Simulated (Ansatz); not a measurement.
The cluster Hg₃Te₃, relaxed as a singlet with RKS B3LYP-D4/def2-SVP in Ansatz, starting from the GFN1-xTB geometry. Force threshold 0.02 eV/Å.

In the def2 sets Hg, Te take a core potential; there is no spin–orbit coupling. Another isomer (singlet) lies 1.01 eV lower at PBE0-D4/def2-TZVP; other spin states weren't run for this one.

Start:

```xyz
6

Hg   -1.519   -0.884    1.910
Hg    1.363    1.405   -0.531
Hg   -1.558   -0.615   -0.791
Te   -1.142    2.184   -1.365
Te    1.248   -1.581   -0.860
Te    1.608   -0.509    1.638
```

```csv
step,energy (eV),largest force component (eV/Å),SCF passes
1,-34424.4666,1.017,22
2,-34424.8410,0.683,33
3,-34425.1618,0.723,33
4,-34425.4256,0.502,28
5,-34425.5682,0.319,26
6,-34425.6316,0.305,28
7 (rejected),-34425.5631,0.951,28
8,-34425.6444,0.098,26
9,-34425.6461,0.011,28
10,-34425.6462,0.007,28
```

Force components are those of the run's own axes.

End:

```xyz
6

Hg   -1.803   -0.696    2.131
Hg    0.939    1.669    0.009
Hg   -0.997   -0.483   -1.245
Te   -1.354    2.260   -1.399
Te    1.063   -2.247   -0.697
Te    2.153   -0.503    1.201
```

Bonds lost: Hg1–Hg3, Hg2–Te5 (atoms count from 1). The end is the same structure that another start reached.

The force fell under the threshold at step 9, but the optimiser went on. No frequencies were taken in this run, so the end may be a saddle point.

It took 75 s on 4 threads of AMD EPYC 7R43 on a shared host, peak host memory 0.73 GiB.
